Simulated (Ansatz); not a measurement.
Input file for Ansatz (a program for electronic structure): R-RI-MP2/cc-pV(Q+d)Z on BClH4Si (SMILES [SiH3]BCl), a point of a torsion scan. Files ending in .json are basis or fitting sets from the Basis Set Exchange.

Ansatz 0.2 input:
```yaml
crystal:
  periodic: [false, false, false]
  atoms:
    - {symbol: Si, position_ang: [-0.82955123, -0.00902427, 0.05915963]}
    - {symbol: B, position_ang: [1.05288346, 0.56135635, -0.15140111]}
    - {symbol: Cl, position_ang: [2.07757459, 0.64156515, 1.19779836]}
    - {symbol: H, position_ang: [-1.58649492, 0.86899705, 0.96187805]}
    - {symbol: H, position_ang: [-1.58087595, -0.03138978, -1.20175725]}
    - {symbol: H, position_ang: [-0.94952084, -1.36090341, 0.62195149]}
    - {symbol: H, position_ang: [1.54305174, 0.86338325, -1.17877345]}
basis:
  gaussian:
    orbitals: cc-pV_Q+d_Z.json
    fitting: {mean_field: def2-universal-JKFIT, correlation: cc-pVQZ-RIFIT.json}
magnetization: {spin_polarized: false}
correlation: {method: mp2, electrons: outside_noble_gas}
scf: {lower_state_search: off}
```

The head of its log:

```
WARN ansatz: RAYON_NUM_THREADS=1 ignored (pool sized by the plan → 1); use --threads N
Functional definition: HF
these checks for a lower state are left out or cut short: stability, starts, cluster_reference, orbital_swaps, neighbouring_geometries, increment
integrals: 0.33 GiB planned
403 factors; integrals over basis functions are off by at most 6.0e0 eV
mean field: 0.54 GiB planned
mean field evaluation 1: about -21101.4104 eV, gradient 1.5e1 eV
mean field evaluation 2: about -21102.4997 eV, gradient 4.7e0 eV
mean field evaluation 4: about -21102.6397 eV, gradient 3.5e-1 eV
mean field -21102.64073996 eV, -775.5077433098 hartree, gradient 1.0e-6 eV, S^2 0.000000; 0 other end points of the search recorded, 0 dependent functions left out
11 core orbitals not correlated
668 factors; their error is unknown
reference -21102.64073996 eV, -775.5077433098 hartree; 9, 9 occupied and 283, 283 virtual orbitals, 668 factors
```

Q: Give the final energy of this run.

A: -775.9595 hartree.
